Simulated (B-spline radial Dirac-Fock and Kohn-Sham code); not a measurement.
## Atomic SCF run for Al

ΔSCF core binding energies without Breit or QED terms, calculated with a radial B-spline solver. Keys: rel is the Hamiltonian (dirac, or spin-free x2c and nr, where L3 and M5 stand for the whole 2p and 3d shells), method is hf or an exchange,correlation pair (spin-unpolarised, also for the hole states), nuc the nuclear model, radius_factor scales its radius, rmax is the box in bohr, h the logarithmic mesh step, order the B-spline order, points the quadrature points per cell, c_factor scales the speed of light, and damp, ndamp, maxit and tol steer the iteration. The run stops when the commutator error falls below 10·tol·max(1, Z/10), or the numerical noise floor, and the energy has settled to about 1e-8 Ha; the virial ratio is −V/T.

Input (task.json):

```json
{"items": [{"Z": 13, "q": 0, "cfg": [[1, 0, 2], [2, 0, 2], [2, 1, 6], [3, 0, 2], [3, 1, 1]], "A": 27, "rrms": 3.061, "do": "settings", "holes": ["K", "L3", "M5"],
  "settings": [{"rel": "dirac", "method": "hf", "nuc": "fermi", "radius_factor": 1.0, "rmax": 45.0, "h": 0.3, "order": 8, "points": 10, "c_factor": 1.0, "maxit": 60, "damp": 0.5, "ndamp": 3, "tol": 1e-06}]}]}
```

Command: `python xray2_run.py task.json out`

Ground-state iterations:

```
iter   energy (Ha)        error
   1     -241.86584231  4.93e-01
   2     -242.29255659  6.37e-02
   3     -242.32558618  2.03e-02
   4     -242.32978988  6.46e-03
   5     -242.33064537  2.48e-03
   6     -242.33073704  5.53e-04
   7     -242.33075040  9.28e-05
   8     -242.33075085  6.26e-06
   9     -242.33075085  6.67e-07
```

The ground state converged in 9 iterations, with total energy -242.33075 Ha, virial ratio 1.99625 and highest orbital energy -5.70 eV. ΔSCF binding energies: K (1s) 1569.2 eV, L3 (2p3/2) 80.60 eV. Holes are computed only in closed shells, and unreliable hole states are left out.
